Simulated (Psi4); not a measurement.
Internal rotation in C₈H₅NO, SMILES O=Cc1ccccc1C#N. Scanned: dihedral C3–C8–C9–O10; all other coordinates were relaxed at GFN2-xTB. Points at φ and −φ are mirror images.

Geometry of the scan point at 80° (Å):
```
15

N     -2.7148     2.1239     0.1529
C     -1.7406     1.5256     0.0787
C     -0.5253     0.8025     0.0109
C      0.6909     1.4853     0.0178
C      1.8761     0.7772    -0.0331
C      1.8567    -0.6085    -0.0825
C      0.6524    -1.2927    -0.0790
C     -0.5472    -0.5964    -0.0422
C     -1.8449    -1.3284    -0.0391
O     -2.5543    -1.4847    -0.9890
H      0.6904     2.5642     0.0615
H      2.8173     1.3054    -0.0328
H      2.7835    -1.1602    -0.1218
H      0.6379    -2.3717    -0.1192
H     -2.0994    -1.7595     0.9532
```

Calculation: PBE-D3(BJ)/def2-SVP // GFN2-xTB in Psi4 1.11.

Scanned values (°): -160, -140, -120, -100, -80, -60, -40, -20, 0, 20, 40, 60, 80, 100, 120, 140, 160, 180.

### Question
At which scan points does the profile have its minima and maxima, and how high do they lie?

### Answer
Lower than their neighbours: 0° (8.2 kJ/mol), 180° (0.0 kJ/mol). Higher than their neighbours: -80° (41.2 kJ/mol), 80° (41.2 kJ/mol). The whole profile spans 41.2 kJ/mol.
